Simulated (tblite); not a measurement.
Species: C17H11N.
SMILES with atom numbers: `[cH:1]1[cH:2][cH:3][c:4]2[c:5]([cH:6]1)[cH:7][cH:8][c:9]1[cH:10][cH:11][c:12]3[cH:13][cH:14][cH:15][n:16][c:17]3[c:18]21` (hydrogens: H19 on C1; H20 on C2; H21 on C3; H22 on C6; H23 on C7; H24 on C8; H25 on C10; H26 on C11; H27 on C13; H28 on C14; H29 on C15)

Computed with GFN2-xTB (tblite): harmonic, unscaled wavenumbers at the GFN2-xTB geometry, gas phase. Against measured fundamentals such values can be off by several per cent, at times by over 20.

Harmonic wavenumbers (cm⁻¹): 29.1, 65.6, 118.2, 162.5, 190.6, 231.9, 245.9, 303.7, 370.6, 376.0, 381.1, 422.1, 441.9, 469.3, 494.6, 505.2, 535.6, 542.1, 554.9, 587.1, 646.1, 683.3, 687.1, 721.0, 741.2, 754.0, 762.0, 786.1, 826.1, 839.1, 852.9, 854.4, 880.7, 909.7, 912.9, 917.4, 921.9, 924.3, 931.5, 931.5, 1026.3, 1091.6, 1104.4, 1117.6, 1145.9, 1166.3, 1175.0, 1182.4, 1205.7, 1219.8, 1225.4, 1236.4, 1245.3, 1272.1, 1326.0, 1348.0, 1364.1, 1374.3, 1392.1, 1398.3, 1415.5, 1426.1, 1484.4, 1495.4, 1509.7, 1546.0, 1577.3, 1595.5, 1606.2, 1623.6, 3042.2, 3058.2, 3063.7, 3066.1, 3067.9, 3074.9, 3078.2, 3081.4, 3086.6, 3093.2, 3144.1.

A = 822.7, B = 368.7, C = 254.6 MHz; mass 229.089 u (most abundant isotopes); point group Cs, symmetry number 1.

Task: Zero-point energy?

Result: Half the sum of the wavenumbers: 48632 cm⁻¹ = 139.05 kcal/mol.

Task: What is S at 350 K and 1 bar for an ideal gas of classical rigid rotors and harmonic oscillators?

Result: Translation 43.01, rotation 33.18, vibration 45.49: S = 121.7 cal/(mol K).

Task: And Cp and H(350 K) − H(0)?

Result: Cp = 65.50 cal/(mol K), of which vibrations give 57.55 (their classical limit is 81 R = 161.0); H(350 K) − H(0) = 11.72 kcal/mol without the zero-point energy, 8.93 from vibrations.

Task: How do the functions run with temperature in this model?

Result: 
```json
{"T (K)": "100", "S (cal/(mol K))": "75.5", "Cp (cal/(mol K))": "19.4", "H − H(0) (kcal/mol)": "1.32", "G − H(0) (kcal/mol)": "-6.23", "ln q(vib)": "2.04"}
{"T (K)": "200", "S (cal/(mol K))": "93.9", "Cp (cal/(mol K))": "36.3", "H − H(0) (kcal/mol)": "4.07", "G − H(0) (kcal/mol)": "-14.71", "ln q(vib)": "4.92"}
{"T (K)": "300", "S (cal/(mol K))": "112.3", "Cp (cal/(mol K))": "55.9", "H − H(0) (kcal/mol)": "8.68", "G − H(0) (kcal/mol)": "-25.02", "ln q(vib)": "8.25"}
{"T (K)": "500", "S (cal/(mol K))": "149.3", "Cp (cal/(mol K))": "89.8", "H − H(0) (kcal/mol)": "23.45", "G − H(0) (kcal/mol)": "-51.21", "ln q(vib)": "15.77"}
{"T (K)": "800", "S (cal/(mol K))": "198.8", "Cp (cal/(mol K))": "119.7", "H − H(0) (kcal/mol)": "55.38", "G − H(0) (kcal/mol)": "-103.66", "ln q(vib)": "27.56"}
{"T (K)": "1000", "S (cal/(mol K))": "226.9", "Cp (cal/(mol K))": "131.5", "H − H(0) (kcal/mol)": "80.59", "G − H(0) (kcal/mol)": "-146.29", "ln q(vib)": "35.07"}
```

q(vib) and H(0) count from the zero-point level.

Task: What must be added to the electronic energy to get the Gibbs energy at 350 K and 1 bar?

Result: ZPE + [H(350 K) − H(0)] − T·S = 139.05 + 11.72 − 42.59 = 108.18 kcal/mol.

Task: Blend soft modes into free rotors: weight 1/[1 + (100 cm⁻¹/ν̃)⁴] for the oscillator and the rest for a rotor with moment μB/(μ + B), μ = h/(8π²ν), B = 10⁻⁴⁴ kg m². What vibrational entropy results?

Result: 42.32 cal/(mol K) in place of 45.49, which changes −T·S at 350 K by +1.11 kcal/mol.

Hindered rotation and anharmonicity are outside this model.
